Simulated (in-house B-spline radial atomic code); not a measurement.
Ionisation energies along the 15-electron series, configuration 1s2 2s2 2p6 3s2 3p1/2(2) 3p3/2(1), as differences of self-consistent energies. Dirac energy differences include first-order Breit, QED and recoil terms. NIST's values go from ground level to ground level; the uncertainty of those that are theory runs from under 0.1 % in few-electron ions to several per cent in heavy many-electron ones. Computed with a radial B-spline atomic code at the basis-set limit: Dirac-Hartree-Fock, jj configuration that fills j = l - 1/2 first, finite nuclei.

A number in brackets counts the electrons of a j subshell.

```csv
ion,configuration after,ionisation energy (eV),IE/(q+1)² (eV),-ε less Coulomb ΔSCF (eV),Breit and QED recoil part (eV),tabulated value (eV),tabulated kind,computed minus tabulated (eV)
Pr44+,[Ne] 3s2 3p1/2(2),3512.4,1.7345,0.61312,-2.7022,3512,tabulated theory,0
Nd45+,[Ne] 3s2 3p1/2(2),3662.3,1.7308,0.61413,-2.8747,3662,tabulated theory,0
Pm46+,[Ne] 3s2 3p1/2(2),3815.4,1.7272,0.61513,-3.0544,3816,tabulated theory,-1
Sm47+,[Ne] 3s2 3p1/2(2),3971.7,1.7238,0.61612,-3.2415,3971,tabulated theory,1
Eu48+,[Ne] 3s2 3p1/2(2),?,?,?,?,?,tabulated theory,?
Gd49+,[Ne] 3s2 3p1/2(2),4294.1,1.7176,0.6181,-3.6387,4294,tabulated theory,0
Tb50+,[Ne] 3s2 3p1/2(2),4460.1,1.7148,0.61908,-3.8491,4460,tabulated theory,0
Dy51+,[Ne] 3s2 3p1/2(2),4629.4,1.7121,0.62006,-4.0675,4629,tabulated theory,0
Ho52+,[Ne] 3s2 3p1/2(2),?,?,?,?,?,tabulated theory,?
Er53+,[Ne] 3s2 3p1/2(2),4977.7,1.707,0.62201,-4.5294,4978,tabulated theory,0
Tm54+,[Ne] 3s2 3p1/2(2),5156.8,1.7047,0.62298,-4.773,5157,tabulated theory,0
Yb55+,[Ne] 3s2 3p1/2(2),5339.2,1.7025,0.62395,-5.0252,5339,tabulated theory,0
Lu56+,[Ne] 3s2 3p1/2(2),?,?,?,?,?,tabulated theory,?
Hf57+,[Ne] 3s2 3p1/2(2),5713.8,1.6985,0.62588,-5.5567,5713,tabulated theory,1
```

Task: Fill in the row of Eu48+.

Result: ionisation energy (eV): 4131.3; IE/(q+1)² (eV): 1.7207; -ε less Coulomb ΔSCF (eV): 0.61711; Breit and QED recoil part (eV): -3.4363; tabulated value (eV): 4131; computed minus tabulated (eV): 0.

Task: Fill in the row of Ho52+.

Result: ionisation energy (eV): 4801.9; IE/(q+1)² (eV): 1.7095; -ε less Coulomb ΔSCF (eV): 0.62103; Breit and QED recoil part (eV): -4.2943; tabulated value (eV): 4802; computed minus tabulated (eV): 0.

Task: Fill in the row of Lu56+.

Result: ionisation energy (eV): 5524.8; IE/(q+1)² (eV): 1.7005; -ε less Coulomb ΔSCF (eV): 0.62491; Breit and QED recoil part (eV): -5.2865; tabulated value (eV): 5525; computed minus tabulated (eV): 0.
